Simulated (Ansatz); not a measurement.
A structure relaxed at PBE0-D4/def2-TZVP, charge 0, multiplicity 1:

```xyz
14

C     1.6434    0.7308   -1.7420
N     0.5588    0.8727   -1.1179
C    -0.3496   -0.2378   -1.0509
Si   -0.4030   -0.9021    0.7235
C    -0.8819    0.4373    1.9306
H     1.9173   -0.1930   -2.2708
H     2.3527    1.5566   -1.7723
H    -0.0987   -1.0549   -1.7467
H    -1.3590    0.1143   -1.2914
H    -1.3828   -2.0258    0.7569
H     0.9434   -1.4490    1.0516
H    -1.8878    0.8080    1.7196
H    -0.8646    0.0661    2.9577
H    -0.1882    1.2768    1.8521
```

(1) Give its formula and SMILES.

(2) Point group (tolerance 0.08 Å, 0.16 Å for H)?

(3) Summarise the bond lengths by kind.

## Answers

(1) C3H9NSi, `C=NC[SiH2]C`.

(2) C1.

(3) 2 × C–N 1.259 to 1.436 Å; 7 × C–H 1.089 to 1.102 Å; 2 × C–Si 1.866 to 1.895 Å; 2 × H–Si 1.490 to 1.491 Å.

Results of the Gaussian-basis code of Ansatz.
